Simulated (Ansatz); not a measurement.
C$_{2}$H$_{10}$AlNSi, SMILES `[CH3][AlH][CH2]N[SiH3]`, relaxed with RKS PBE0-D4/def2-TZVP in the Gaussian-basis code of Ansatz from a PBE-D4/def2-SVP geometry. The force threshold is 0.005 eV/Å; the program also tests the step.

The species carries charge 0 and has multiplicity 1.

Start:

```xyz
15

C     1.006   -0.010   -2.146
Al    1.128   -0.510   -0.243
C     0.558    0.876    1.114
N    -0.916    0.907    1.073
Si   -1.700   -0.620    0.893
H     0.194    0.724   -2.332
H     0.844   -0.882   -2.813
H     1.957    0.467   -2.475
H     1.971   -1.798    0.223
H     0.967    0.700    2.138
H     0.962    1.860    0.780
H    -1.381    1.694    1.538
H    -1.751   -1.578    2.061
H    -3.078   -0.507    0.302
H    -0.762   -1.323   -0.113
```

Q: By how much does the energy fall, and how many steps does the optimiser take? (Estimate.)

A: The calculation gave: 1.42 kcal/mol, in 5 steps.

Q: Which bonds change most? (Estimate.)

A: The calculation gave: N4–Si5 from 1.725 to 1.696 Å; Si5–H13 from 1.512 to 1.491 Å; Si5–H15 from 1.545 to 1.525 Å; Si5–H14 from 1.503 to 1.484 Å.

Q: Give the relaxed structure. (Best estimate.)

A: Ansatz gave: 
```xyz
15

C     0.998   -0.011   -2.133
Al    1.124   -0.498   -0.242
C     0.554    0.871    1.106
N    -0.915    0.893    1.081
Si   -1.679   -0.607    0.878
H     0.198    0.711   -2.318
H     0.830   -0.878   -2.777
H     1.935    0.452   -2.466
H     1.952   -1.779    0.223
H     0.955    0.696    2.113
H     0.937    1.846    0.778
H    -1.363    1.663    1.555
H    -1.737   -1.547    2.034
H    -3.033   -0.501    0.280
H    -0.757   -1.311   -0.112
```
